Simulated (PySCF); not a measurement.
```xyz
3
charge 0 multiplicity 4, angstrom
Ru   -0.8190    0.0000   -0.8230
S    -2.5490    0.0000    0.2968
I     1.2994    0.0000    0.5861
```

Level of theory: UPBE0 in PySCF with Ru def2-SVP with ECP28, S def2-SVP, I def2-SVP with ECP28; scalar-relativistic core potentials, no spin–orbit coupling; density-fitted integrals.

This geometry of RuSI is a stationary point at this level.

What is the point group?

Cs.

Is it a minimum?

Yes: all harmonic wavenumbers are real.

List the harmonic modes with their infrared intensities.


```json
{"symmetry": "a'", "ω (cm⁻¹)": "84", "IR (km/mol)": "1.8", "type": "bend"}
{"symmetry": "a'", "ω (cm⁻¹)": "235", "IR (km/mol)": "14.3", "type": "stretch"}
{"symmetry": "a'", "ω (cm⁻¹)": "547", "IR (km/mol)": "29.5", "type": "stretch"}
```

What are the dipole moment and the gap between the highest occupied and lowest empty levels of either spin?

2.30 D and 2.86 eV.

What is the atomisation energy, with and without zero-point energy?

625 kJ/mol without, 620 kJ/mol with.

Only a few start shapes were tried, so a lower isomer may exist. With open d or f shells other occupations or spin states may lie lower. No spin–orbit coupling is included, which matters more the heavier the element.
